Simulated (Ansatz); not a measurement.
The cluster Sn2Br4. The state is a singlet with charge 0. Geometry PBE0-D4/def2-SVP, basis def2-TZVP, Ansatz.

```xyz
6

Sn    0.1204    1.5570    0.0485
Sn    0.4338   -2.2214   -0.1056
Br   -0.4398   -0.5130    1.8795
Br    2.7367   -1.0674   -0.2045
Br   -0.6661   -0.3812   -1.8439
Br   -2.1850    2.6260    0.2261
```

```json
{"run": "A", "HOMO (eV)": "-6.80", "LUMO (eV)": "-2.98"}
{"run": "B", "HOMO (eV)": "-7.51", "LUMO (eV)": "-2.46"}
{"run": "C", "HOMO (eV)": "-6.51", "LUMO (eV)": "-3.09"}
{"run": "D", "HOMO (eV)": "-7.33", "LUMO (eV)": "-2.65"}
{"run": "E", "HOMO (eV)": "-9.84", "LUMO (eV)": "-0.56"}
{"run": "F", "HOMO (eV)": "-7.17", "LUMO (eV)": "-2.75"}
```

In the def2 sets Sn takes a core potential; there is no spin–orbit coupling. LC-ωPBE has ω = 0.4 bohr⁻¹. B3LYP takes the VWN-RPA correlation. The structure comes from a short search, and lower isomers may exist.

The runs used B3LYP, LC-ωPBE, PBE, PBE0, r2SCAN, r2SCANh. Estimate which is which.

A r2SCAN (0 % exact exchange); B PBE0 (25 % exact exchange); C PBE (0 % exact exchange); D B3LYP (20 % exact exchange); E LC-ωPBE (range-separated); F r2SCANh (10 % exact exchange). Exact exchange lowers occupied and raises empty levels; among semilocal functionals meta-GGAs tend to open the gap a little, and such runs are hard to tell apart. The gap grows from 3.41 eV (PBE) to 9.28 eV (LC-ωPBE).
